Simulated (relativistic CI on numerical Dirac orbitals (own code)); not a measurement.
**Co5+: 3s photoemission**

Computed with this model: Dirac-Coulomb-Breit CI, separate exchange-only KLI orbitals for each configuration, a model potential for QED, valence Slater integrals scaled by 0.7, multiplet model of photoemission in the sudden approximation; configurations [Ar] 3d4 → [Ne] 3s 3p6 3d4; 300 K; Lorentzian 1.5 eV and Gaussian 0.6 eV FWHM. Energies are those of the free ion, without screening or charge transfer. The energies are binding energies and can lie tens of eV above those of solids. Without intra-shell correlation the exchange splitting of an s hole comes out too large, often by half or more. S is read from ⟨S²⟩ = S(S + 1).

Field parameters in Wybourne normalisation: D3d B²₀ = −7Dσ, B⁴₀ = −14Dq − 21Dτ, B⁴₃ = −14√(10/7) Dq; Oh B⁴₀ = 21Dq, B⁴₄ = √(5/14) B⁴₀. The field is a parameter set, without covalency.

free ion: ground-state S = 2.00, centroid 207.74 eV. Peaks (eV, height): 203.8 (100), 213.8 (67).

D3d, 10Dq = 43550, Dσ = 1100, Dτ = -490 cm⁻¹: ground-state S = 1.00, centroid 207.93 eV. Peaks (eV, height): 206.0 (100), 212.0 (51).

Oh, 10Dq = 25950 cm⁻¹: ground-state S = 1.27, centroid 207.87 eV. Peaks (eV, height): 204.2 (46), 206.0 (100), 212.0 (56).

Strongest unbroadened transitions for D3d, 10Dq = 43550, Dσ = 1100, Dτ = -490 cm⁻¹:

| Energy (eV) | Relative strength |
| --- | --- |
| 205.69 | 3.8 |
| 205.70 | 3.5 |
| 205.71 | 4.2 |
| 205.72 | 7.4 |
| 205.73 | 57.4 |
| 205.94 | 2.9 |
| 205.97 | 10.5 |
| 205.98 | 27.1 |
| 205.99 | 16.3 |
| 206.01 | 100.0 |
| 206.02 | 5.8 |
| 211.61 | 5.9 |
| 211.89 | 4.2 |
| 211.99 | 2.3 |
| 212.00 | 8.8 |
| 212.02 | 16.8 |
| 212.04 | 7.9 |
| 212.05 | 69.3 |
